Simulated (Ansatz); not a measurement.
```yaml
crystal:
  periodic: [false, false, false]
  atoms:
    - {symbol: C, position_ang: [-0.537329, 1.130637, 0.164659]}
    - {symbol: In, position_ang: [0.070610, -0.000942, -0.063734]}
    - {symbol: C, position_ang: [0.696167, -1.318590, -0.247364]}
    - {symbol: S, position_ang: [-0.291576, -1.320241, 0.449749]}
    - {symbol: H, position_ang: [-1.085272, 1.283383, -0.058163]}
    - {symbol: H, position_ang: [-0.439556, 1.259411, 0.912274]}
    - {symbol: H, position_ang: [-0.147925, 1.597388, -0.191005]}
    - {symbol: H, position_ang: [0.616871, -1.632572, -0.976466]}
    - {symbol: H, position_ang: [1.187170, -1.442850, 0.008161]}
basis:
  gaussian: {orbitals: def2-mTZVPP, point_charges: [{charge: 1.00, position_ang: [5.076, 0.006, -0.847]}]}
hamiltonian: {xc: {name: PBE-QIDH}}
```

```sh
$ ansatz run in.yaml --threads 4 --pin off --events-out ev --progress --plain --max-ram 10444MiB
```

Output, abridged:

```
Functional definition: PBE-QIDH
1257 factors; integrals over basis functions are off by at most 5.2e-4 eV
mean field evaluation 1: about -18025.8088 eV, gradient 9.6e1 eV
mean field evaluation 2: about -18025.8372 eV, gradient 9.6e1 eV
mean field evaluation 4: about -18041.0204 eV, gradient 7.2e0 eV
mean field evaluation 8: about -18041.1443 eV, gradient 3.8e-1 eV
mean field evaluation 16: about -18041.1456 eV, gradient 8.0e-4 eV
mean field -18041.14563058 eV, -662.9998731960 hartree, gradient 8.0e-6 eV, S^2 0.000000; 0 other end points of the search recorded, 0 dependent functions left out
11 core orbitals not correlated: weight in the atoms' cores, before any rotation towards them, 0.996 or more for the frozen orbitals, at most 0.002 for the correlated occupied ones
reference -18041.14564840 eV, -662.9998738510 hartree; 16, 16 occupied and 99, 99 virtual orbitals, 1257 factors
second order -19.33369103 eV of doubles, -0.00000000 eV of singles
Total energy: -18047.59021208 eV, -663.2367071978 hartree
```

Task: Something in this input is off. What?

Result: The geometry is squeezed to about two thirds of its size. The calculation finished and met its thresholds. The result belongs to that input, not to the molecule as meant.
